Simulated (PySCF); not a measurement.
This PySCF input asks for the NMR shieldings of SMILES CC[O+](CC)[B-](F)(F)F, C$_{4}$H$_{10}$BF$_{3}$O; the geometry comes from PBE0-D3(BJ)/def2-SVP.

```python
import basis_set_exchange as bse
import numpy as np
from pyscf import gto, dft
from pyscf.prop import nmr

atoms = """
C     2.014884   -0.680652   -1.156676
C     1.122361   -0.557505    0.050801
O     0.053077    0.370004   -0.205509
C    -1.216990   -0.165247   -0.611383
C    -2.052072   -0.616112    0.561596
B     0.115674    1.805037    0.614059
F    -0.018899    1.450859    1.921973
F    -0.936453    2.489033    0.097700
F     1.347464    2.272349    0.287892
H     2.843636   -1.371427   -0.941522
H     1.467241   -1.066915   -2.029580
H     2.434114    0.303057   -1.409292
H     0.674251   -1.518504    0.346925
H     1.661730   -0.159984    0.919870
H    -1.704072    0.647044   -1.164215
H    -1.004074   -0.984145   -1.315582
H    -2.271728    0.229208    1.227061
H    -3.003150   -1.030324    0.195173
H    -1.546593   -1.397254    1.148878
"""
names = dict.fromkeys(["C", "O", "B", "F", "H"], "pcSseg-1")
basis = {el: gto.basis.parse(bse.get_basis(n, elements=[el], fmt="nwchem")) for el, n in names.items()}
mol = gto.M(atom=atoms, basis=basis, charge=0, verbose=0)
mf = dft.RKS(mol, xc="PBE0")
mf.grids.level = 2
mf.grids.alignment = dft.numint.BLKSIZE   # the property module wants whole blocks of grid points
mf.conv_tol = 1e-9
mf.kernel()

calc = nmr.RKS(mf)   # GIAO
C = mf.mo_coeff
Co = C[:, mf.mo_occ > 0]
resp = mf.gen_response(singlet=True, hermi=2)
def vind(x):   # induced exchange potential for any number of trial vectors
    d = np.einsum("pi,xij,qj->xpq", C, 2 * x.reshape(-1, C.shape[1], Co.shape[1]), Co, optimize=True)
    return np.einsum("xpq,pi,qj->xij", resp(d - d.transpose(0, 2, 1)), C, Co, optimize=True).ravel()
mo1, _ = nmr.rhf.solve_mo1(calc, with_cphf=vind)
sigma = calc.kernel(mo1)
for i, s in enumerate(sigma):   # ppm
    print("%2d %-2s %9.2f" % (i, mol.atom_pure_symbol(i), np.trace(s) / 3))
```

Task: What are the results?

Result: 
```
 0 C     169.70
 1 C     117.70
 2 O     261.33
 3 C     116.69
 4 C     171.79
 5 B     100.73
 6 F     334.98
 7 F     340.32
 8 F     336.64
 9 H      30.39
10 H      29.96
11 H      29.54
12 H      27.98
13 H      27.06
14 H      26.88
15 H      27.93
16 H      29.36
17 H      30.56
18 H      29.95
```

These numbers come from an equivalent density-fitted implementation of the same equations, which agrees with the script to about 0.01 ppm for H and up to a few tenths of a ppm for heavy atoms, so last digits may differ.

Size and cost of the density-fitted run: 203 basis functions, of the order of 40 core-seconds.
